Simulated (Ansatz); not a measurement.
The cluster Cd4S5, relaxed as a singlet with RKS PBE-D4/def2-SVP in Ansatz, starting from the GFN1-xTB geometry. Force threshold 0.02 eV/Å.

In the def2 sets Cd takes a core potential; there is no spin–orbit coupling. The structure comes from a short search, and lower isomers may exist.

Start:

```xyz
9

Cd   -0.1696    0.5898   -1.8837
Cd    0.6119   -2.1830   -0.3250
Cd    1.5075    0.4913    1.0999
Cd   -1.5475   -0.3587    1.0957
S    -0.5782    2.0740    1.0973
S    -0.7576    2.7476   -0.8473
S    -1.6298   -1.4282   -1.1793
S     0.4360   -1.5598    2.1258
S     2.1273   -0.3730   -1.1834
```

```
step  energy (eV)  largest force component (eV/Å)  SCF passes
   1  -72401.1760                           0.885          23
   2  -72401.2231                           0.385          28
   3  -72401.2418                           0.560          23
   4  -72401.3041                           0.092          22
   5  -72401.3062                           0.024          24
   6  -72401.3063                           0.003          24
```

Force components are those of the run's own axes.

End:

| atom | x (Å) | y (Å) | z (Å) |
| --- | --- | --- | --- |
| Cd1 | -0.164 | 0.587 | -1.838 |
| Cd2 | 0.606 | -2.174 | -0.296 |
| Cd3 | 1.512 | 0.478 | 1.074 |
| Cd4 | -1.541 | -0.374 | 1.075 |
| S5 | -0.575 | 2.064 | 1.107 |
| S6 | -0.780 | 2.798 | -0.877 |
| S7 | -1.686 | -1.434 | -1.233 |
| S8 | 0.444 | -1.589 | 2.221 |
| S9 | 2.184 | -0.356 | -1.234 |

By distances, no bond broke or formed. The bond that changes most is Cd2–S9, from 2.51 to 2.58 Å (atoms count from 1).

No frequencies were taken in this run, so the end may be a saddle point.

Hardware: 4 threads of Intel Xeon on a shared host. Wall time 39 s.
